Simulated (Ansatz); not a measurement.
Ansatz results at the PBE0-D4/def2-TZVP geometry: LUMO energy (B3LYP/def2-TZVPP) -3.44 eV; HOMO–LUMO gap (PBE0/def2-TZVPP) 5.03 eV; HOMO energy (PBE/def2-TZVPP) -7.02 eV.

(1) Which molecule gave them?
A. `[NH2][W](=[O])(=[O])[F]`
B. `[F][W]([F])([F])(=[S])[Cl]`
C. `[CH3][W]([NH2])(=[O])=[O]`
D. `[O]=[W]([F])(=[S])[Cl]`

Results:

(1) D. The others give `[CH3][W]([NH2])(=[O])=[O]`: -1.78, 7.10, -7.04; `[NH2][W](=[O])(=[O])[F]`: -1.91, 7.39, -7.47; `[F][W]([F])([F])(=[S])[Cl]`: -4.12, 5.29, -7.91.

B3LYP here is the variant with VWN-RPA as its local correlation; programs differ in this.
